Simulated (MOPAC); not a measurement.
MOPAC input (AM1):

```
AM1 FORCE THERMO(298,298) PRECISE LET CHARGE=1 GEO-OK AUX(PRECISION=9) THREADS=1
CH4NO

N    -1.12632694 1    0.24938837 1    0.05039256 1
C     0.17964091 1    0.40256374 1   -0.06740983 1
O     1.08872248 1   -0.56626480 1   -0.00505953 1
H    -1.56502902 1   -0.64013147 1    0.20245378 1
H    -1.73871313 1    1.04500933 1   -0.01080100 1
H     0.66032993 1    1.40676766 1   -0.23799083 1
H     0.73721843 1   -1.47135377 1    0.14259868 1
```

From the output:

```
     H    7   6.171491

          HEAT OF FORMATION =     122.063526 KCALS/MOLE

          ZERO POINT ENERGY      36.306 KCAL/MOL

           NORMAL COORDINATE ANALYSIS (Total motion = 1 Angstrom)

   Root No.       1         2         3         4         5         6         7         8

                 1 A'      1 A"      2 A"      3 A"      4 A"      2 A'      3 A'      4 A'

                 541.9     559.3     612.9     838.0    1003.9    1113.1    1247.5    1376.9

           1   -0.0513    0.0000   -0.0000    0.0000    0.0000    0.0263    0.0085    0.0599
           2   -0.0534   -0.0000    0.0000   -0.0000   -0.0000    0.0553    0.0301   -0.0197
           3    0.0000   -0.0296    0.0038   -0.0759   -0.0039   -0.0000    0.0000    0.0000
           4   -0.0490   -0.0000    0.0000   -0.0000    0.0000    0.0140   -0.0097   -0.0086
           5    0.0859    0.0000   -0.0000    0.0000   -0.0000   -0.0022    0.0044    0.0481
           6   -0.0000    0.0874   -0.0373    0.0408   -0.0820    0.0000   -0.0000   -0.0000
           7    0.0792    0.0000   -0.0000   -0.0000   -0.0000   -0.0217   -0.0432   -0.0598
           8   -0.0057   -0.0000    0.0000    0.0000    0.0000   -0.0214   -0.0470   -0.0260
           9   -0.0000   -0.0749    0.0116    0.0012    0.0079    0.0000   -0.0000   -0.0000
          10   -0.2044   -0.0000    0.0000   -0.0000   -0.0000   -0.2349   -0.0610    0.1540
          11   -0.1585    0.0000   -0.0000    0.0000    0.0000   -0.1256   -0.0168    0.0384
          12    0.0000    0.0316   -0.3234    0.3527    0.2034    0.0000    0.0000    0.0000
          13    0.1094    0.0000   -0.0000   -0.0000   -0.0000    0.3036    0.1200    0.0210
          14   -0.1529   -0.0000    0.0000    0.0000    0.0000   -0.1134   -0.0336    0.0077
          15    0.0000   -0.1246    0.3887    0.3630    0.0740    0.0000    0.0000    0.0000
          16   -0.0677   -0.0000    0.0000    0.0000   -0.0000   -0.1424    0.4114   -0.2663
          17    0.0636    0.0000   -0.0000   -0.0000    0.0000   -0.0985    0.2426   -0.1060
          18    0.0000    0.0413   -0.0470   -0.1111    0.5059    0.0000   -0.0000    0.0000
          19    0.2004   -0.0000   -0.0000    0.0000   -0.0000   -0.1135    0.2135    0.3095
          20    0.0560    0.0000    0.0000   -0.0000    0.0000   -0.0643    0.0821    0.1740
          21   -0.0000    0.6104    0.1881   -0.0551    0.1230    0.0000   -0.0000   -0.0000

   Root No.       9        10        11        12        13        14        15

                 5 A'      6 A'      7 A'      8 A'      9 A'     10 A'     11 A'

                1542.8    1672.2    1850.6    2998.2    3292.1    3349.8    3396.8

           1    0.0316   -0.0383   -0.1847   -0.0029   -0.0029   -0.0076    0.0322
           2   -0.0186    0.0039   -0.0085    0.0025    0.0013   -0.0554   -0.0131
           3   -0.0000   -0.0000    0.0000   -0.0000   -0.0000    0.0000    0.0000
           4   -0.0309   -0.0350    0.2704    0.0409   -0.0035   -0.0006    0.0022
           5    0.1028   -0.0434    0.0944   -0.0575   -0.0053   -0.0023    0.0012
           6   -0.0000    0.0000   -0.0000    0.0000    0.0000   -0.0000   -0.0000
           7   -0.0018    0.0154   -0.0505   -0.0014    0.0254    0.0008    0.0008
           8   -0.0604    0.0285   -0.0597   -0.0023   -0.0429    0.0006   -0.0041
           9    0.0000   -0.0000    0.0000   -0.0000   -0.0000    0.0000    0.0000
          10    0.2045    0.3107    0.0892   -0.0032    0.0329   -0.1910   -0.3035
          11    0.0962    0.2222    0.1483   -0.0074   -0.0551    0.2720    0.4746
          12   -0.0000   -0.0000   -0.0000   -0.0000   -0.0000   -0.0000   -0.0000
          13    0.0457    0.3617    0.0393   -0.0095    0.0190    0.3020   -0.1572
          14   -0.0206   -0.2255   -0.1077   -0.0267    0.0346    0.5009   -0.2914
          15   -0.0000    0.0000    0.0000    0.0000    0.0000   -0.0000    0.0000
          16    0.0239   -0.0018   -0.0206   -0.4324   -0.0024   -0.0135   -0.0000
          17    0.1333   -0.0185   -0.1189    0.7406    0.0258    0.0164   -0.0050
          18    0.0000   -0.0000    0.0000   -0.0000    0.0000   -0.0000   -0.0000
          19   -0.3168    0.0336    0.0370    0.0200   -0.3719    0.0017   -0.0247
          20   -0.2169    0.0324    0.0202   -0.0208    0.7207   -0.0014    0.0538
          21    0.0000    0.0000   -0.0000   -0.0000   -0.0000    0.0000   -0.0000

           MASS-WEIGHTED COORDINATE ANALYSIS (NORMAL COORDINATES)

   Root No.       1         2         3         4         5         6         7         8

                 1 A'      1 A"      2 A"      3 A"      4 A"      2 A'      3 A'      4 A'

                 541.9     559.3     612.9     838.0    1003.9    1113.1    1247.5    1376.9

           1   -0.2858    0.0000   -0.0000    0.0000    0.0000    0.1812    0.0514    0.3600
           2   -0.2975   -0.0000    0.0000   -0.0000   -0.0000    0.3811    0.1824   -0.1185
           3    0.0000   -0.1445    0.0253   -0.4644   -0.0231   -0.0000    0.0000    0.0000
           4   -0.2528   -0.0000    0.0000   -0.0000    0.0000    0.0894   -0.0546   -0.0478
           5    0.4435    0.0000   -0.0000    0.0000   -0.0000   -0.0142    0.0245    0.2676
           6   -0.0000    0.3952   -0.2302    0.2312   -0.4479    0.0000   -0.0000   -0.0000
           7    0.4723    0.0000   -0.0000   -0.0000   -0.0000   -0.1600   -0.2794   -0.3836
           8   -0.0339   -0.0000    0.0000    0.0000    0.0000   -0.1577   -0.3037   -0.1672
           9   -0.0000   -0.3909    0.0830    0.0080    0.0498    0.0000   -0.0000   -0.0000
          10   -0.3057   -0.0000    0.0000   -0.0000   -0.0000   -0.4346   -0.0990    0.2481
          11   -0.2371    0.0000   -0.0000    0.0000    0.0000   -0.2324   -0.0273    0.0619
          12    0.0000    0.0414   -0.5788    0.5786    0.3219    0.0000    0.0000    0.0000
          13    0.1637    0.0000   -0.0000   -0.0000   -0.0000    0.5616    0.1947    0.0338
          14   -0.2288   -0.0000    0.0000    0.0000    0.0000   -0.2098   -0.0545    0.0125
          15    0.0000   -0.1632    0.6957    0.5955    0.1171    0.0000    0.0000    0.0000
          16   -0.1013   -0.0000    0.0000    0.0000   -0.0000   -0.2635    0.6678   -0.4291
          17    0.0951    0.0000   -0.0000   -0.0000    0.0000   -0.1822    0.3938   -0.1708
          18    0.0000    0.0541   -0.0841   -0.1823    0.8007    0.0000   -0.0000    0.0000
          19    0.2998   -0.0000   -0.0000    0.0000   -0.0000   -0.2100    0.3465    0.4987
          20    0.0838    0.0000    0.0000   -0.0000    0.0000   -0.1190    0.1333    0.2804
          21   -0.0000    0.7993    0.3367   -0.0904    0.1947    0.0000   -0.0000   -0.0000

   Root No.       9        10        11        12        13        14        15

                 5 A'      6 A'      7 A'      8 A'      9 A'     10 A'     11 A'

                1542.8    1672.2    1850.6    2998.2    3292.1    3349.8    3396.8

           1    0.1792   -0.2243   -0.5427   -0.0123   -0.0128   -0.0401    0.1791
           2   -0.1054    0.0230   -0.0251    0.0106    0.0058   -0.2929   -0.0728
           3   -0.0000   -0.0000    0.0000   -0.0000   -0.0000    0.0000    0.0000
           4   -0.1619   -0.1900    0.7360    0.1583   -0.0143   -0.0028    0.0113
           5    0.5393   -0.2356    0.2568   -0.2224   -0.0217   -0.0112    0.0063
           6   -0.0000    0.0000   -0.0000    0.0000    0.0000   -0.0000   -0.0000
           7   -0.0112    0.0966   -0.1586   -0.0062    0.1208    0.0047    0.0047
           8   -0.3655    0.1785   -0.1876   -0.0100   -0.2038    0.0032   -0.0244
           9    0.0000   -0.0000    0.0000   -0.0000   -0.0000    0.0000    0.0000
          10    0.3107    0.4886    0.0703   -0.0036    0.0392   -0.2710   -0.4536
          11    0.1461    0.3494    0.1169   -0.0083   -0.0657    0.3860    0.7094
          12   -0.0000   -0.0000   -0.0000   -0.0000   -0.0000   -0.0000   -0.0000
          13    0.0694    0.5688    0.0310   -0.0107    0.0226    0.4286   -0.2350
          14   -0.0313   -0.3547   -0.0849   -0.0299    0.0413    0.7109   -0.4355
          15   -0.0000    0.0000    0.0000    0.0000    0.0000   -0.0000    0.0000
          16    0.0363   -0.0028   -0.0162   -0.4844   -0.0029   -0.0192   -0.0001
          17    0.2025   -0.0291   -0.0937    0.8296    0.0308    0.0232   -0.0075
          18    0.0000   -0.0000    0.0000   -0.0000    0.0000   -0.0000   -0.0000
          19   -0.4812    0.0528    0.0292    0.0225   -0.4431    0.0024   -0.0369
          20   -0.3295    0.0509    0.0159   -0.0233    0.8589   -0.0020    0.0804
          21    0.0000    0.0000   -0.0000   -0.0000   -0.0000    0.0000   -0.0000

          DESCRIPTION OF VIBRATIONS

 VIBRATION          1    1A'         ATOM PAIR     ENERGY CONTRIBUTION    RADIAL
 FREQUENCY           541.87         N 1 -- C 2         +25.1% (140.9%)      0.2%
 TRANSITION DIPOLE   0.2627         C 2 -- O 3         +25.0% (140.6%)      0.2%
 TRAVEL (Ang.)       0.2455         N 1 -- H 4         +17.0% (115.8%)     93.2%
 REDUCED MASS        2.0644         C 2 -- H 6         +13.4% (103.0%)     97.5%
 EFFECTIVE MASS     23.8366         N 1 -- H 5         +13.4% (102.8%)     39.7%
 FORCE CONSTANT      0.3571

 VIBRATION          2    1A"         ATOM PAIR     ENERGY CONTRIBUTION    RADIAL
 FREQUENCY           559.34         O 3 -- H 7         +56.0% ( 87.6%)      0.0%
 TRANSITION DIPOLE   1.2011         C 2 -- O 3         +18.7% ( 50.5%)      0.0%
 TRAVEL (Ang.)       0.3334         N 1 -- C 2         +14.3% ( 44.2%)      0.0%
 REDUCED MASS        1.0849         C 2 -- H 6          +7.9% ( 33.0%)      0.0%
 EFFECTIVE MASS      4.8657
 FORCE CONSTANT      0.2000

 VIBRATION          3    2A"         ATOM PAIR     ENERGY CONTRIBUTION    RADIAL
 FREQUENCY           612.87         N 1 -- H 5         +47.6% ( 75.3%)      0.0%
 TRANSITION DIPOLE   0.2798         N 1 -- H 4         +36.3% ( 65.7%)      0.0%
 TRAVEL (Ang.)       0.5266         O 3 -- H 7          +6.4% ( 27.5%)      0.0%
 REDUCED MASS        0.3967         C 2 -- O 3          +4.4% ( 22.9%)      0.0%
 EFFECTIVE MASS      1.6655
 FORCE CONSTANT      0.0878

 VIBRATION          4    3A"         ATOM PAIR     ENERGY CONTRIBUTION    RADIAL
 FREQUENCY           838.04         N 1 -- H 4         +39.7% ( 65.3%)      0.0%
```

The dipole moment of an ion depends on the origin.
